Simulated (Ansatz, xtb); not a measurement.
Relaxing a trial structure of FGeH4Si+

The starting geometry of this gas-phase singlet has its atoms placed at random.

| atom | x (Å) | y (Å) | z (Å) |
| --- | --- | --- | --- |
| F | 0.9970 | 0.8382 | 0.4036 |
| Ge | -0.8342 | 0.9966 | -1.9042 |
| Si | -0.2260 | -0.6951 | 0.3443 |
| H | -1.9235 | -0.0628 | 0.0272 |
| H | 1.0261 | -0.4298 | -0.9750 |
| H | -0.1506 | -0.4769 | -1.7469 |
| H | -1.3003 | 0.8168 | -0.0025 |

Task: One run relaxed it with r2SCAN-D4/def2-SVP. What is a likely outcome?

Result: It ends as a structure given below by its coordinates. Distances that change by over a tenth: Ge2–H6 (1.63 → 1.99 Å). Contacts that close: F1–Si3 (1.96 → 1.69 Å), Ge2–H7 (1.97 → 1.59 Å), Si3–H4 (1.84 → 1.47 Å), Si3–H5 (1.84 → 1.47 Å), Si3–H6 (2.10 → 1.56 Å).

The energy falls by 6.64 eV over 18 steps:

```csv
step,E − E(last) (eV)
1,6.644
3,3.641
5,2.694
7,1.611
9,0.426
10,0.290
12,0.088
14,0.002
16,0.000
18,0.000
```

Final geometry (Å):

```yaml
atoms:
  - { symbol: F, position_ang: [0.4088, 1.0088, 0.1019] }
  - { symbol: Ge, position_ang: [-0.6251, 1.7106, -1.7008] }
  - { symbol: Si, position_ang: [0.0346, -0.6087, -0.1956] }
  - { symbol: H, position_ang: [-0.9973, -1.0547, 0.7541] }
  - { symbol: H, position_ang: [1.2822, -1.3618, -0.4062] }
  - { symbol: H, position_ang: [-0.5778, -0.2732, -1.5901] }
  - { symbol: H, position_ang: [-1.9369, 1.5660, -0.8167] }
```

From the same start GFN2-xTB ends elsewhere, in pieces: FGeH2Si + H2.

From so rough a start the end depends on the optimiser's path, so another program may land elsewhere. No frequencies were run, so the end isn't proven a minimum. Run with Ansatz 0.2.0, 29 s on 1 thread of Intel(R) Xeon(R) 6975P-C (Granite Rapids), on a shared host.
